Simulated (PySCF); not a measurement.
**Energy of Hf(2+) (hafnium, charge +2) between two integer charges**

The 5d alpha orbital of [Xe] 4f14 5d2 is emptied in steps (occupation f), with all orbitals relaxed, ending at [Xe] 4f14 5d1. Computed with PySCF 2.14 in def2-TZVPPD with the def2 core potential (60 electrons) (6s5p3d2f1g, 59 functions), with scalar relativity through the core potential. The exact energy is a straight line in f; departures are measured from the line between the end points of the same method.

```json
{"f": "1", "UHF (eV)": "0.000", "PBE (eV)": "0.000"}
{"f": "0.9", "UHF (eV)": "0.044", "PBE (eV)": "-0.425"}
{"f": "0.7", "UHF (eV)": "0.101", "PBE (eV)": "-1.023"}
{"f": "0.5", "UHF (eV)": "0.118", "PBE (eV)": "-1.231"}
{"f": "0.3", "UHF (eV)": "0.098", "PBE (eV)": "-1.042"}
{"f": "0.1", "UHF (eV)": "0.041", "PBE (eV)": "-0.449"}
{"f": "0", "UHF (eV)": "0.000", "PBE (eV)": "0.000"}
```

Question: For UHF, how does the orbital energy at f = 1 compare with the removal energy?

Answer: −ε = 21.951 eV against a total-energy difference of 21.453 eV. By Janak's theorem ε = ∂E/∂f, so the gap between them reflects the curvature. Along the path −ε is 21.842 (f = 0.9), 21.636 (f = 0.7), 21.442 (f = 0.5), 21.258 (f = 0.3), 21.084 (f = 0.1) eV.

| method | E(f=0) − E(f=1) (eV) | −ε at f=1 (eV) | −ε at f=0.5 (eV) |
| --- | --- | --- | --- |
| UHF | 21.453 | 21.951 | 21.442 |
| PBE | 22.535 | 17.967 | 22.483 |

Reference removal energy between the ground levels: 22.55 ± 0.04 eV (theoretical estimate listed by NIST; NIST Atomic Spectra Database, ionization energies). The calculation has no spin-orbit coupling. UHF lacks correlation.
